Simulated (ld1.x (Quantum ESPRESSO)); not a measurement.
gallium (Ga): variants of one TM potential

Base potential:

Ga, norm-conserving Troullier–Martins (Kleinman–Bylander form), made with ld1.x (Quantum ESPRESSO) 7.5 (LDA (PZ), scalar-relativistic). Core [Ar] 3d10, reference 4s2 4p0.5 (charge +0.5). Waves: 4s (bound): rc 1.70 bohr; 4d channel at 0.4 Ry: rc 1.75 bohr; 4p (bound): rc 1.60 bohr. Local part: the p channel. Core correction: Bessel-smoothed model core, default radius (core density twice the valence density).

All-electron outer shells of the reference configuration (LDA (PZ), scalar-relativistic, ld1.x):

```json
{"shell": "4s", "level (eV)": "-12.70", "outermost node (bohr)": "0.81", "outermost maximum (bohr)": "1.87"}
{"shell": "4p", "level (eV)": "-5.82", "outermost node (bohr)": "0.87", "outermost maximum (bohr)": "2.41"}
```

Cutoffs, loose and tight: the cutoffs (Ry, on a coarse ladder) from which the occupation-weighted sum of valence levels, in a spherical-Bessel basis at the reference potential, stays within 10 and 1 mRy of its value at 400 Ry. They do not see the model core or the augmentation charge, which bear on the density cutoff. Test errors are all-electron minus pseudo excitation energies from the reference, over the configurations 4s2 4p1; 4s2 4p0; 4s1 4p0; 4s2 4p1.3; 4s0 4p3; 4s1 4p2; 4s1 4p1 (two spin-polarised tests are not counted in the largest error). A dash means not determined; rows that change the core or the reference have their own tests.

A true bound ghost makes a file unfit for plane-wave use even where its test errors are small: the radial tests pick states by their node count and pass the ghost by.

```csv
change,outcome,"cutoff, loose","cutoff, tight",bound ghosts,largest test error (meV)
base,generated,25 Ry,40 Ry,"s, d",-152
"all radii but the core radius scaled by about 0.76 (s 1.30, p 1.22, d 1.34 bohr)",generated,80 Ry,200 Ry,s,-151
"all radii but the core radius scaled by about 0.91 (s 1.54, p 1.46, d 1.60 bohr)",generated,35 Ry,60 Ry,"s, d",-150
"all radii but the core radius scaled by about 1.14 (s 1.94, p 1.84, d 2.00 bohr)",generated,15 Ry,35 Ry,"s, d",-160
"all radii but the core radius scaled by about 1.24 (s 2.10, p 1.98, d 2.16 bohr)",generated,15 Ry,35 Ry,d,-166
"all radii but the core radius scaled by about 1.39 (s 2.36, p 2.22, d 2.42 bohr)",generated,10 Ry,25 Ry,none,-173
```

Reading the sweep of the scale of all radii but the core radius (base = 1) (base included, trends over the rows without a ghost): Bound ghosts are found at 0.76, 0.91, 1, 1.14, 1.24.
